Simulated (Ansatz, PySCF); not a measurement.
Torsion H4–N1–Ge2–N3 in GeH4N2 (SMILES [NH2][Ge][NH2]); at each angle all else is relaxed with GFN2-xTB, and the levels are single points there.
Geometry at 0° (charge 0, multiplicity 1):
```xyz
7

N      1.40782    -0.04473    -0.12472
Ge     0.48730     0.12261     1.43417
N     -0.55231    -1.34796     1.18474
H      1.29152    -0.76274    -0.82300
H      2.13014     0.59548    -0.41242
H     -0.53312    -1.97569     0.39599
H     -1.24970    -1.65213     1.84470
```

On the grid 0° to 330°, 60° is the highest and 0° the lowest point at MP2/CBS(cc-pVTZ, cc-pVQZ) + ΔCCSD(T)/cc-pVTZ.

Correlated levels freeze the cores. Filled d and f shells under p-block atoms count as core.

Programs: Ansatz (Gaussian orbitals); PySCF for the dispersion terms. 

| level | energy at 60° less that at 0° (kcal/mol) |
|---|---|
| SVWN5/def2-TZVPP | ___ |
| PBE-D3(BJ)/def2-TZVPP | 10.51 |
| PBE0/def2-TZVPP | 11.25 |
| PBE0-D3(BJ)/def2-TZVPP | 11.24 |
| MP2/cc-pVTZ | 11.12 |
| SCS-MP2/cc-pVDZ | 10.86 |
| SCS-MP2/cc-pVTZ | 10.96 |
| CCSD/cc-pVDZ | 10.41 |
| CCSD(T)/cc-pVTZ | 10.49 |

Task: Some entries are withheld; supply them.

Result: 
- SVWN5/def2-TZVPP, energy at 60° less that at 0° (kcal/mol): 12.10

Ansatz is an electronic-structure program.
